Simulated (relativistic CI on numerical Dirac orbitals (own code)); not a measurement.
## Ligand-field terms of d5

Computed with a parametric ligand-field model of a d^n configuration (Racah B and C, spin-orbit zeta, crystal field), exact diagonalisation.

Field parameters in Wybourne normalisation: Oh B⁴₀ = 21Dq, B⁴₄ = √(5/14) B⁴₀; Td as Oh with Dq negative (B⁴₀ = 21Dq, B⁴₄ = √(5/14) B⁴₀). The field is a parameter set, without covalency.

Question: Ground term and bands for B = 840, C = 3570, ζ = 0 cm⁻¹, Oh, 10Dq = 30200 cm⁻¹?

Answer: Ground term 2T2 with 0.05 electrons in the two orbitals of the cubic e set. Spin-allowed: 2A2 25898 cm⁻¹ (386 nm), 2T1 26192 cm⁻¹ (382 nm), 2T2 28342 cm⁻¹ (353 nm), 2E 30289 cm⁻¹ (330 nm). Lowest spin-forbidden: 4T1 13461 cm⁻¹ (743 nm), 6A1 14321 cm⁻¹ (698 nm), 4T2 19655 cm⁻¹ (509 nm).

Question: Ground term and bands for B = 840, C = 3350, ζ = 0 cm⁻¹, Oh, 10Dq = 20150 cm⁻¹?

Answer: Ground term 6A1 with 2.00 electrons in the two orbitals of the cubic e set. Spin-allowed: none. Lowest spin-forbidden: 2T2 3086 cm⁻¹ (3241 nm), 4T1 7734 cm⁻¹ (1293 nm), 4T2 13585 cm⁻¹ (736 nm). A high-spin d5 ion has no spin-allowed d-d band, hence its pale colour.

Question: Ground term and bands for B = 800, C = 3010, ζ = 0 cm⁻¹, Oh, 10Dq = 25950 cm⁻¹?

Answer: Ground term 2T2 with 0.05 electrons in the two orbitals of the cubic e set. Spin-allowed: 2A2 22207 cm⁻¹ (450 nm), 2T1 22503 cm⁻¹ (444 nm), 2T2 24474 cm⁻¹ (409 nm), 2E 26192 cm⁻¹ (382 nm). Lowest spin-forbidden: 4T1 11541 cm⁻¹ (866 nm), 6A1 11885 cm⁻¹ (841 nm), 4T2 17424 cm⁻¹ (574 nm).

Question: Ground term and bands for B = 720, C = 2960, ζ = 0 cm⁻¹, Td, 10Dq = -8900 cm⁻¹?

Answer: Ground term 6A1 with 2.00 electrons in the two orbitals of the cubic e set. Spin-allowed: none. Lowest spin-forbidden: 4T1 15236 cm⁻¹ (656 nm), 4T2 19109 cm⁻¹ (523 nm), 2T2 19320 cm⁻¹ (518 nm). A high-spin d5 ion has no spin-allowed d-d band, hence its pale colour.

Question: A d5 ion in Oh symmetry has the ground term 2T2 and bands at 6A1 149 cm⁻¹, 4T1 2384 cm⁻¹, 4T2 4715 cm⁻¹ (2121 nm), 2A2 6683 cm⁻¹ (1496 nm), 2T1 6807 cm⁻¹ (1469 nm), 2T2 7540 cm⁻¹ (1326 nm), 2E 8241 cm⁻¹ (1213 nm). Which parameters reproduce them?

Answer: B = 330, C = 1210, ζ = 0 cm⁻¹, Oh, 10Dq = 8100 cm⁻¹.
